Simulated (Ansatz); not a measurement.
Zr₃O₆⁺. Total charge 1; doublet. Geometry PBE-D4/def2-SVP, that of the neutral singlet; atoms count from 1.

Cartesian coordinates in Å:
```
Zr 1.9137 -0.7755 0.3940
Zr 0.1189 1.5105 -0.7360
Zr -1.1827 -0.9597 0.7187
O 1.9545 1.1045 0.3467
O -2.3924 -2.2330 0.4259
O -1.5523 0.9561 0.2341
O 0.7025 -1.2720 1.7450
O 0.4003 -0.7023 -0.8360
O 0.0375 2.3716 -2.2924
```

In the def2 sets Zr takes a core potential; there is no spin–orbit coupling. The structure comes from a short search, and lower isomers may exist.

(1) Estimate the Mulliken populations from the PBE0/def2-TZVP orbitals of Ansatz.

(2) Where does the spin sit?

(3) And the Mayer bond orders between bonded heavy atoms (over 0.3)?

Answers

(1) 
| atom | charge (e) | spin (α − β) | d electrons |
| --- | --- | --- | --- |
| Zr1 | 1.68 | 0.00 | 1.94 |
| Zr2 | 1.56 | -0.11 | 1.91 |
| Zr3 | 1.56 | -0.11 | 1.91 |
| O4 | -0.71 | 0.00 | – |
| O5 | -0.46 | 0.44 | – |
| O6 | -0.65 | 0.35 | – |
| O7 | -0.71 | 0.00 | – |
| O8 | -0.80 | 0.00 | – |
| O9 | -0.46 | 0.44 | – |
Mulliken values and Mayer orders depend strongly on the basis.

(2) Summed by element: Zr -0.23, O 1.23, of 1 unpaired in all. Largest on single atoms: O9 0.44, O5 0.44, O6 0.35.

(3) Zr1–O4 1.31 (1.88 Å); Zr1–O7 1.31 (1.88 Å); Zr1–O8 0.91 (1.95 Å); Zr2–O4 0.65 (2.17 Å); Zr2–O6 0.88 (2.01 Å); Zr2–O8 0.48 (2.23 Å); Zr2–O9 1.73 (1.78 Å); Zr3–O5 1.73 (1.78 Å); Zr3–O6 0.88 (2.01 Å); Zr3–O7 0.65 (2.17 Å); Zr3–O8 0.48 (2.23 Å).
